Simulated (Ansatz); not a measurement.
CH₅AlSiTe. Charge 0, multiplicity 1. Te takes the def2 core potential. The bonds changed during the relaxation, so this is another structure than the one it started from. The geometry is a stationary point of PBE0-D4/def2-TZVP.

```xyz
9

Al    1.664   -0.666    0.414
Si   -0.761   -0.502    0.670
C    -1.190    0.465   -0.863
Te    0.372    1.733    0.025
H     2.088   -1.314   -0.970
H     2.559   -0.628    1.720
H    -1.751   -0.199    1.746
H    -2.125    1.017   -0.917
H    -0.856    0.093   -1.826
```

Problem. What is the dipole moment at r2SCAN/def2-TZVPP? (Best estimate.)

Solution. Computed: 2.16 D, with components (-2.03, 0.43, -0.61) D in this frame, pointing from negative to positive charge.

Problem. And with PBE, B3LYP, ωB97M-V? (Estimate.)

Solution. Computed: PBE 2.07 D, B3LYP 2.01 D, ωB97M-V 1.97 D.

Problem. Give the Mulliken charges with r2SCAN, PBE, B3LYP in def2-TZVPP. (Estimate.)

Solution. Computed: 
```json
{"atom": "Al1", "r2SCAN": "0.40", "PBE": "0.27", "B3LYP": "0.33"}
{"atom": "Si2", "r2SCAN": "0.06", "PBE": "0.01", "B3LYP": "0.08"}
{"atom": "C3", "r2SCAN": "-0.29", "PBE": "-0.32", "B3LYP": "-0.37"}
{"atom": "Te4", "r2SCAN": "-0.02", "PBE": "0.03", "B3LYP": "0.00"}
{"atom": "H5", "r2SCAN": "-0.17", "PBE": "-0.12", "B3LYP": "-0.15"}
{"atom": "H6", "r2SCAN": "-0.17", "PBE": "-0.13", "B3LYP": "-0.15"}
{"atom": "H7", "r2SCAN": "-0.07", "PBE": "-0.04", "B3LYP": "-0.05"}
{"atom": "H8", "r2SCAN": "0.13", "PBE": "0.14", "B3LYP": "0.15"}
{"atom": "H9", "r2SCAN": "0.13", "PBE": "0.16", "B3LYP": "0.16"}
```

B3LYP here is the variant with VWN-RPA as its local correlation; programs differ in this.
